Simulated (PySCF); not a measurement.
**Molecular orbitals of LiTe⁻**

RHF at R = 2.390 Å; Li def2-SVPD, Te def2-SVPD with ECP28; scalar-relativistic core potentials (PySCF 2.14). State: ¹Σ⁺ (singlet), closed shell. Only the outer orbitals are listed, counted within each symmetry, core potentials removing the inner ones.

| orbital | occ. | ε (eV) | on Li (%) | main shells (%) |
| --- | --- | --- | --- | --- |
| 5σ | 2 | -13.27 | 2 | 98 Te s |
| 6σ | 2 | -2.49 | 13 | 86 Te p, 10 Li s |
| 3π | 2 | -1.63 | 7 | 92 Te p |
| 3π | 2 | -1.63 | 7 | 92 Te p |
| 7σ | 0 | 2.91 | 97 | 51 Li p, 46 Li s |

Problem. Which are the highest filled and the lowest empty level, where do they sit, and how wide is the gap?

Solution. Highest filled 3π at -1.63 eV (in %: 92 Te p); lowest empty 7σ at 2.91 eV (in %: 51 Li p, 46 Li s); the gap at RHF is 4.54 eV. An empty level above zero is unbound, and its energy depends on the basis.

```
bond order (Mayer)                                                                                                 : 1.03
⟨S²⟩                                                                                                               : 0.000
charge on Li (Mulliken, basis-dependent)                                                                           : 0.43
charge on Li (Löwdin, basis-dependent)                                                                             : 0.04
dipole moment (positive dipole points towards Te; it is taken about the centre of mass and depends on that origin) : -5.32 D
polarisability along the bond                                                                                      : 165.5 bohr³
polarisability across the bond                                                                                     : 142.5 bohr³
```

Spin–orbit coupling is left out.
